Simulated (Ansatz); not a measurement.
Saddle point of SiH2SF2, closed shell (SiH₂SF₂ ([F][SiH]([F])[SH]) → SiF₂ + H₂S; bonds formed: S2–H3; bonds broken: Si1–S2, Si1–H3), PBE0-D4/def2-TZVP structure:

```
atom    x (Å)    y (Å)    z (Å)
 Si1  -0.4139   0.8174  -0.1885
  S2   0.5761  -1.4040  -0.2910
  H3   0.8687   0.1488  -0.9221
  F4  -0.5359   1.0112   1.3895
  F5  -1.8782   0.4714  -0.7101
  H6   1.3833  -1.0448   0.7223
```

Energies are electronic, without zero-point energy. Barriers and step energies count from the start structure reached by relaxing down the imaginary mode; all methods use the PBE0-D4 structures, on which another method's saddle can fall below an end. Ansatz 0.2.0; basis: def2-TZVPP, with def2-QZVPP for the basis limit; cores frozen in the correlated methods. B3LYP uses VWN-RPA correlation. Extrapolation: Hartree–Fock as exp(−7.88 √X), correlation as X^−2.97.

| method | barrier (kJ/mol) | step energy (kJ/mol) |
| --- | --- | --- |
| SPW92 | ? | 171.1 |
| PBE-D4 | 245.4 | 163.0 |
| BLYP-D4 | 250.2 | 150.4 |
| r2SCAN-D4 | 275.1 | 192.2 |
| B97M-V | 278.9 | 185.1 |
| PBE0-D4 | 281.5 | 182.6 |
| B3LYP-D4 | ? | 168.0 |
| r2SCAN0-D4 | 299.1 | 200.0 |
| BHLYP-D4 | 321.4 | 188.3 |
| CAM-B3LYP-D4 | 302.5 | 176.7 |
| wB97X-V | ? | 186.7 |
| wB97M-V | 299.6 | 168.9 |
| B2PLYP | 294.1 | 180.0 |
| PBE-QIDH | 310.5 | 200.5 |
| RPA on PBE | 289.2 | 170.5 |
| HF | 381.2 | 204.4 |
| MP2 | 308.7 | 197.4 |
| CCSD | 317.7 | 186.1 |
| CCSD(T) | 301.9 | 183.9 |

Fill in the withheld barriers. (Judge from chemistry; the value comes from the calculation.)

Computed: SPW92 237.6; B3LYP-D4 279.8; wB97X-V 314.1 kJ/mol. Each is the energy of the saddle less that of the start structure, by the same method.

For comparison, the barrier by CCSD(T) at an estimated basis limit (MP2 extrapolated from triple and quadruple zeta, plus CCSD(T) − MP2 in triple zeta) is 300.0 kJ/mol.

T1 diagnostic: at most 0.016. The restricted Hartree–Fock reference is unstable towards an unrestricted one at one or more of these structures.

Losses and insertions of silylenes and their heavier kin drive the gas-phase chemistry of silicon and germanium vapour deposition.

Labels in which every atom is bracketed show which atoms are joined, not bond orders.

For scale, one of the runs: CCSD(T)/def2-TZVPP, 174 basis functions, launched by `ansatz run in.yaml --threads 2 --pin off --events-out ev --progress --plain --max-ram 4352MiB`. Time: 24 s of wall clock on 2 CPU threads of an Intel Xeon 6975P-C; the host was shared. Peak host memory: 1.6 GiB.
